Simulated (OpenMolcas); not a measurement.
An OpenMolcas run meant for neutral tellurium (ANO-R2, X2C; inactive shells 1s 2s 2p 3s 3p 3d 4s 4p 4d 5s; intended active space 4 electrons in 3 orbitals (5p)). One step of its input:

```
&CASPT2
Multistate=3 1 2 3
Frozen=9 9
IPEA=2.0
Imaginary=0.1
MaxIter=60
WThr=0.0 0.3 0.05
PrWF=0.5
NoMix
```

The run finished. Its levels beside those of a sound run (SS-CASPT2, IPEA 0.25 Eh, imaginary shift 0.1 Eh (closed shells correlated: 4d 5s)), in cm⁻¹ above each run's lowest level:

```
      Level  This run  Usual run
5s² 5p⁴ ³P₂       0.0        0.0
5s² 5p⁴ ³P₁      4308       4313
5s² 5p⁴ ³P₀      4753       4608
5s² 5p⁴ ¹D₂     10912      10848
5s² 5p⁴ ¹S₀     25510      23634
```

**Question.** Which setting is unsound, and how much does it matter here?

**Answer.** The IPEA shift is far above its usual 0.25 hartree. Against the sound run the excited levels shown move by 520 cm-1 on average and by 1900 cm-1 at most.

CASPT2 breaks the degeneracy within a term, and the mean is taken; among the terms shown or strongly mixed into the levels shown the widest spread is 550 cm-1 (5s² 5p⁴ ¹D, this run). With the s shell closed, the reference lacks s² → p² mixing. Only configurations of the active space appear.
